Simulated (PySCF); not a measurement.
Species: C₂H₁₃GaN₂Si₂.
Cartesian coordinates in Å at the PBE0-D3(BJ)/def2-SVP level; atoms count from 1:
```xyz
20
C2H13GaN2Si2 angstrom
C      1.7548    0.4075    2.2940
C      1.5552   -0.6977    1.5654
Ga     0.9051   -0.7402   -0.2935
N      1.3189    1.2464   -0.9409
N     -0.9922   -0.5545   -0.4724
Si    -1.6722   -0.9405   -2.0147
Si    -1.8695    0.1018    0.8669
H      2.1137    0.3805    3.3308
H      1.5612    1.4166    1.9065
H      1.7726   -1.6521    2.0654
H      1.5615   -1.6008   -1.4356
H      2.3047    1.5071   -0.9546
H      0.8232    1.9035   -0.3366
H      0.9424    1.3603   -1.8828
H     -3.1330   -0.6134   -2.0556
H     -1.0068   -0.1433   -3.1094
H     -1.5000   -2.3794   -2.3930
H     -1.8335   -0.7599    2.0903
H     -1.3118    1.4407    1.2783
H     -3.3025    0.3229    0.4896
```

Level: CAM-B3LYP/def2-SVPD in PySCF, non-relativistic, on one gas-phase PBE0-D3(BJ)/def2-SVP geometry that isn't relaxed in the solvent. The solvent is an IEF-PCM continuum (van der Waals radii × 1.2), and excitations are vertical TDDFT with non-equilibrium linear response and a frozen core. The model holds no explicit solvent molecules, cavitation or dispersion. Spin–orbit coupling is left out although an atom past zinc is present.

Gas-phase singlets (H = HOMO, L = LUMO):

| state | E (eV) | λ (nm) | f | leading configuration |
| --- | --- | --- | --- | --- |
| S1 | 5.784 | 214 | 0.001 | H→L 61% |
| S2 | 6.001 | 207 | 0.009 | H-2→L+1 44% |
| S3 | 6.106 | 203 | 0.004 | H→L+1 36% |
| S4 | 6.596 | 188 | 0.007 | H-1→L 84% |
| S5 | 6.688 | 185 | 0.033 | H→L+2 73% |

Task: What are the lowest 5 singlets in chloroform (ε = 4.711)?

Result: 
```tsv
state	E (eV)	λ (nm)	f	leading configuration	change by rank (eV)
S1	5.890	210	0.009	H→L+1 44%	+0.106
S2	6.011	206	0.003	H-2→L+1 53%	+0.010
S3	6.354	195	0.012	H→L 40%	+0.248
S4	6.653	186	0.059	H→L+2 76%	+0.057
S5	6.785	183	0.315	H-1→L+1 79%	+0.097
```

Task: The ground-state energy changes by -0.307 eV from gas to chloroform. By how much does the total energy of gas-phase S5 change?

Result: E(S5) = E(S0) + excitation energy, so it changes by -0.307 − 0.035 = -0.342 eV: it is lowered more than the ground state, which is what a red shift means. This is the vertical state, with the slow part of the continuum still set for S0.

Task: How do the frontier levels move from gas to chloroform?

Result: 
```json
{"orbital": "LUMO+2", "gas (eV)": "1.33", "solvent (eV)": "1.39", "change (eV)": "+0.06"}
{"orbital": "LUMO+1", "gas (eV)": "0.73", "solvent (eV)": "0.79", "change (eV)": "+0.06"}
{"orbital": "LUMO", "gas (eV)": "0.20", "solvent (eV)": "0.78", "change (eV)": "+0.58"}
{"orbital": "HOMO", "gas (eV)": "-8.17", "solvent (eV)": "-8.15", "change (eV)": "+0.02"}
{"orbital": "HOMO-1", "gas (eV)": "-8.94", "solvent (eV)": "-8.86", "change (eV)": "+0.08"}
{"orbital": "HOMO-2", "gas (eV)": "-9.13", "solvent (eV)": "-9.02", "change (eV)": "+0.11"}
{"orbital": "HOMO-3", "gas (eV)": "-9.68", "solvent (eV)": "-9.67", "change (eV)": "+0.01"}
```

The HOMO–LUMO gap goes from 8.38 to 8.94 eV. Rows go by rank; for LUMO the atom shares or the degeneracy differ between the runs, so the row needn't follow one orbital.

On one thread of an Arm Neoverse V1, no GPU, on a shared host, this took 1.7 min wall. This is the whole response run at CAM-B3LYP/def2-SVPD in chloroform, SCF included.
